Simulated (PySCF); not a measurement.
## Br, SMILES `[Br]` (charge 0, multiplicity 2)

Computed with TPSSh-D3(BJ)/def2-TZVP (PySCF 2.14.0).

```json
{
 "highest_occupied_spin_orbital": "-8.08 eV",
 "dipole_moment": "0.00 D",
 "total_energy": "-2574.0232 Ha",
 "cost": "very roughly 5 core-seconds"
}
```

```xyz
1

Br     0.0000     0.0000     0.0000
```
Charge 0, spin multiplicity 2.
